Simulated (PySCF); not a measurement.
aminosilylcyclopropane (C₃H₉NSi), SMILES C1(CC1)[SiH2]N. The structure is a stationary point at B3LYP-D3(BJ)/def2-SVP. One conformer was computed; it need not be the lowest.

### Question
Give the equilibrium geometry at B3LYP-D3(BJ)/def2-SVP (PySCF confirms it by a frequency run) as a Z-matrix. (An estimate is asked for; the answer gives what the named calculation found.)

### Answer
This is not unique; one that fits is 
```
C
H 1 1.0971
C 1 1.5188 2 114.97
H 3 1.0937 1 117.85 2 3.28
H 3 1.0953 4 113.81 1 -145.00
C 3 1.4986 4 118.37 5 -145.40
H 6 1.0939 3 118.31 4 0.10
H 6 1.0955 7 113.81 3 -145.16
Si 1 1.8731 2 115.90 6 -147.52
N 9 1.7373 1 116.88 2 60.95
H 10 1.0153 9 119.34 1 -83.36
H 10 1.0159 11 110.47 9 -145.52
H 9 1.4930 10 105.76 11 38.96
H 9 1.4959 13 110.47 10 -117.46
```
Charge 0, spin multiplicity 1.
